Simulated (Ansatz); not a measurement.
Geometry optimisation, Ansatz 0.2.0, UKS PBE0/STO-3G.

Input file:

```yaml
crystal:
  periodic: [false, false, false]
  atoms:
    - { symbol: C, position_ang: [-0.6905, -1.5761, 0.769] }
    - { symbol: C, position_ang: [-0.1392, -0.1382, 0.6933] }
    - { symbol: Cl, position_ang: [0.8151, 0.1452, 2.1436] }
    - { symbol: O, position_ang: [0.7762, -0.0522, -0.454] }
    - { symbol: Si, position_ang: [0.7242, 1.3286, -1.3619] }
    - { symbol: H, position_ang: [-1.3775, -1.6386, 1.6364] }
    - { symbol: H, position_ang: [0.0671, -2.2994, 0.7795] }
    - { symbol: H, position_ang: [-1.3058, -1.7045, -0.1426] }
    - { symbol: H, position_ang: [-0.9407, 0.6232, 0.7283] }
    - { symbol: H, position_ang: [1.1535, 2.4689, -0.4668] }
    - { symbol: H, position_ang: [-0.6637, 1.5997, -1.8095] }
    - { symbol: H, position_ang: [1.6582, 1.1884, -2.4813] }
magnetization:
  spin_polarized: true
basis:
  gaussian: { orbitals: STO-3G }
hamiltonian:
  xc: pbe0
relax:
  f_tol: 0.02
  max_steps: 40
```

Command:

```bash
$ ansatz run input.yaml --threads 1 --pin off --max-ram 2048MiB --backend cpu --events-out ev --progress --plain --runs-dir out
```

Q: Where does it end, and by what steps?

A: The run converged. Limits of this set-up: minimal basis. After 9 steps the energy has fallen by 0.695 eV; H11 moved furthest, 0.81 Å.

| step | energy less start (eV) | largest force component (eV/Å) | accepted |
| --- | --- | --- | --- |
| 0 | 0.0000 | 3.355 | yes |
| 1 | -0.4975 | 2.270 | yes |
| 2 | -0.6093 | 0.806 | yes |
| 3 | -0.6520 | 0.302 | yes |
| 4 | -0.6728 | 0.178 | yes |
| 5 | -0.6811 | 0.318 | yes |
| 6 | -0.6920 | 0.150 | yes |
| 7 | -0.6934 | 0.152 | yes |
| 8 | -0.6953 | 0.023 | yes |
| 9 | -0.6954 | 0.010 | yes |

```xyz
12
Properties=species:S:1:pos:R:3
C -0.656 -1.658 0.818
C -0.319 -0.190 0.458
Cl 0.450 0.611 2.009
O 0.544 -0.158 -0.644
Si 0.823 1.435 -1.269
H -1.299 -1.687 1.705
H 0.267 -2.216 1.018
H -1.181 -2.125 -0.027
H -1.250 0.413 0.335
H 1.804 2.138 -0.474
H -0.425 2.168 -1.290
H 1.319 1.213 -2.605
```

Whether the end is a true minimum wasn't checked by a vibrational analysis.

Run time: 16 s on 1 thread of AMD EPYC 9R45 96-Core Processor (Zen 5), with other jobs on the host, peak memory 0.19 GiB.
